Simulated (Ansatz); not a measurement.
A run for Ansatz (a program for electronic structure): U-PBE/cc-pVTZ on CH6BN (SMILES CBN), a point of a bond scan (R = 2.314 Å).

Ansatz 0.2 input:
```yaml
crystal:
  periodic: [false, false, false]
  atoms:
    - {symbol: B, position_ang: [-0.40473597, -0.13480654, 0.32621441]}
    - {symbol: H, position_ang: [-1.24160538, -0.47995243, 1.11052684]}
    - {symbol: C, position_ang: [1.10762713, -0.49998646, 0.54395436]}
    - {symbol: H, position_ang: [1.23440243, -1.58565610, 0.60751525]}
    - {symbol: H, position_ang: [1.46275122, -0.10660429, 1.50203988]}
    - {symbol: H, position_ang: [1.77496577, -0.12948036, -0.23901313]}
    - {symbol: N, position_ang: [-0.83495421, 0.59935740, -0.77786552]}
    - {symbol: H, position_ang: [-3.04898226, 1.16304862, -1.14471724]}
    - {symbol: H, position_ang: [-0.21034237, 0.93570230, -1.49344212]}
basis:
  gaussian:
    orbitals: cc-pVTZ
hamiltonian:
  xc: {name: PBE}
magnetization: {spin_polarized: true, initial_magnetization: 0}
```

It printed:

```
WARN ansatz: RAYON_NUM_THREADS=1 ignored (pool sized by the plan → 1); use --threads N
Functional definition: PBE
integrals: 0.06 GiB planned
911 factors; their error is unknown
mean field: 0.69 GiB planned
mean field evaluation 1: about -3270.9780 eV, gradient 6.4e1 eV
mean field evaluation 2: about -3194.6738 eV, gradient 1.2e2 eV
mean field evaluation 4: about -3285.2002 eV, gradient 4.0e1 eV
mean field evaluation 8: about -3293.7728 eV, gradient 1.2e0 eV
mean field evaluation 16: about -3293.7669 eV, gradient 4.6e-3 eV
mean field evaluation 32: about -3206.0461 eV, gradient 1.1e2 eV
mean field evaluation 64: about -3292.7551 eV, gradient 3.0e-1 eV
mean field -3294.02725749 eV, -121.0532689410 hartree, gradient 5.6e-5 eV, S^2 0.666971; 6 other end points of the search recorded, 0 dependent functions left out
reference -3294.02729905 eV, -121.0532704683 hartree; 12, 12 occupied and 162, 162 virtual orbitals, 911 factors
Total energy: -3294.02729905 eV, -121.0532704683 hartree
```

The calculation finished and met its thresholds. Its determinant has ⟨S²⟩ = 0.67, a mixture of spin states.

Cost: roughly 12 core-seconds.
